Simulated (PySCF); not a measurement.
## Electron correlation in Zn (zinc, neutral)

[Ar] 3d9 4s2 5s1, high-spin 3D determinant (an excited configuration). Calculation: PySCF 2.14, in x2c-TZVPPall with one added diffuse shell each of s, p, d, f type (7s6p5d3f1g, 80 functions); the spin-free X2C one-electron Hamiltonian (Gaussian nucleus). Frozen: [Ne]; 20 electrons correlated.

| level | correlation energy (mhartree) |
| --- | --- |
| CCSD | -687.53 |
| (T) | -16.96 |
| CCSD(T) | -704.49 |

Diagnostics: T1 = 0.013, D1 = 0.0580, largest double amplitude 0.092.

The outer electron is Rydberg-like, and this basis confines it to a smaller radius and binds it less than a complete one would.

Cost of the coupled-cluster step: of the order of 4 core-minutes, for 20 correlated electrons.

This basis was not built for core-valence correlation, so the inner-shell part is incomplete.
